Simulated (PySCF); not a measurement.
**C₆ coefficients of unlike pairs at BHandHLYP**

Calculated with PySCF 2.14 from the dipole response of each species, C₆(A,B) = (3/π) ∫ α_A(iu) α_B(iu) du, in atomic units, from isotropic polarisabilities. For ions this is the dispersion term alone; charge-induced terms of lower order in 1/R come first.

```csv
species,configuration,basis,relativity,α (bohr³),C₆ (like pair)
Zr²⁺,[Kr] 4d2 (3F),"x2c-TZVPPall with one added diffuse shell each of s, p, d, f type (9s7p7d3f1g)",spin-free X2C,11.53,56.87
Mg⁺,[Ne] 3s1 (2S),"x2c-TZVPPall with one added diffuse shell each of s, p, d type (6s5p4d)",spin-free X2C,32.11,135.0
C⁺,[He] 2s2 2p1 (2P),aug-cc-pwCVDZ (5s4p2d),none,6.087,14.56
Sn,[Kr] 4d10 5s2 5p2 (3P),aug-cc-pVQZ-DK3 (9s8p6d3f2g),spin-free X2C,56.77,613.6
```

Task: Estimate C₆ for Sn with Zr²⁺.

Result: The integral gives 172.8. The combination rule 2 C_A C_B / (C_A α_B/α_A + C_B α_A/α_B) gives 172.5 and the geometric mean 186.8.

No spin-orbit coupling is included.

The other pairs:

| pair | C₆ |
| --- | --- |
| C⁺, Zr²⁺ | 28.48 |
| Sn, Mg⁺ | 281.2 |
| Mg⁺, Zr²⁺ | 73.01 |
| Sn, C⁺ | 90.17 |
| C⁺, Mg⁺ | 38.59 |
